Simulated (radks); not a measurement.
Isoelectronic series with 14 electrons, all held in the configuration [Ne] 3s2 3p2, which need not be the ground one along the series. Method: Dirac Kohn-Sham, LDA (Slater exchange, Perdew-Wang correlation), spin-unpolarised, spherical densities, finite nucleus; open shells fill j = l - 1/2 first; Fermi nuclear charge, rms radius of each element as measured or else 0.836 A^(1/3) + 0.57 fm; computed with a radial shooting solver on a logarithmic mesh with Libxc functionals. Total energies (hartree) and mean radii <r> (bohr) (* marks an orbital that is empty in some or all of the ions):

| ion | E (hartree) | 3d5/2* | 3d3/2* | 3p3/2* | 3p1/2 | 3s1/2 |
|---|---|---|---|---|---|---|
| Ho53+ | -9678.6521 | 0.1813 | 0.1781 | 0.2073 | 0.1970 | 0.2093 |
| Er54+ | -10001.6930 | 0.1782 | 0.1749 | 0.2037 | 0.1933 | 0.2054 |
| Tm55+ | -10331.1274 | 0.1751 | 0.1718 | 0.2002 | 0.1896 | 0.2016 |
| Yb56+ | -10666.9472 | 0.1722 | 0.1688 | 0.1968 | 0.1861 | 0.1980 |
| Lu57+ | -11009.2997 | 0.1693 | 0.1659 | 0.1935 | 0.1827 | 0.1944 |
| Hf58+ | -11358.3130 | 0.1666 | 0.1631 | 0.1904 | 0.1793 | 0.1910 |
| Ta59+ | -11714.0149 | 0.1639 | 0.1604 | 0.1873 | 0.1761 | 0.1876 |
| W60+ | -12076.5065 | 0.1613 | 0.1578 | 0.1843 | 0.1729 | 0.1843 |
| Re61+ | -12445.9032 | 0.1588 | 0.1552 | 0.1814 | 0.1699 | 0.1811 |
| Os62+ | -12822.2615 | 0.1564 | 0.1527 | 0.1786 | 0.1669 | 0.1780 |
| Ir63+ | -13205.7729 | 0.1540 | 0.1503 | 0.1759 | 0.1640 | 0.1750 |
| Pt64+ | -13596.4637 | 0.1517 | 0.1480 | 0.1732 | 0.1612 | 0.1721 |
| Au65+ | -13994.4980 | 0.1495 | 0.1457 | 0.1707 | 0.1584 | 0.1692 |
| Hg66+ | -14399.9560 | 0.1474 | 0.1435 | 0.1681 | 0.1557 | 0.1664 |
| Tl67+ | -14813.0076 | 0.1453 | 0.1413 | 0.1657 | 0.1531 | 0.1637 |
| Pb68+ | -15233.7373 | 0.1432 | 0.1392 | 0.1633 | 0.1505 | 0.1610 |
